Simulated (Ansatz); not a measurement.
The same group exchange along the group O, Se, Te.

Gas-phase electronic energies from Ansatz, PBE0-D4/def2-TZVP geometries. CCSD(T)/CBS is the MP2 limit (def2-TZVPP, def2-QZVPP) plus CCSD(T) − MP2 in def2-TZVPP, frozen cores. This one scheme is used for every species. DFT in def2-TZVPP. Elements past krypton have def2 core potentials. For Se, Te outer-core shells are correlated without core-valence functions, which leaves a few kJ/mol of doubt a bond. Scalar relativity is left out up to krypton. One conformer a species, not always the lowest.

```json
{"reaction": "`C#CO` + `F[SiH3]` → `O[SiH2]F` + acetylene", "HF/CBS(def2) (kcal/mol)": "-50.7", "MP2/CBS(def2) (kcal/mol)": "-53.1", "CCSD(T)/def2-SVP (kcal/mol)": "-42.9", "B97M-V (kcal/mol)": "-48.3"}
{"reaction": "`C#C[SeH]` + `F[SiH3]` → `F[SiH2][SeH]` + acetylene", "HF/CBS(def2) (kcal/mol)": "-25.6", "MP2/CBS(def2) (kcal/mol)": "-26.6", "CCSD(T)/def2-SVP (kcal/mol)": "-23.7", "B97M-V (kcal/mol)": "-24.9"}
{"reaction": "`C#C[TeH]` + `F[SiH3]` → `F[SiH2][TeH]` + acetylene", "HF/CBS(def2) (kcal/mol)": "-19.7", "MP2/CBS(def2) (kcal/mol)": "-20.8", "CCSD(T)/def2-SVP (kcal/mol)": "-20.0", "B97M-V (kcal/mol)": "-19.4"}
```

(1) Give the CCSD(T)/CBS values in the same order. (Best estimate.)

Largest T1 diagnostic: 0.013, for `C#CO`.

Answers

(1) The calculation gave: -51.7, -26.8, -20.7 kcal/mol.
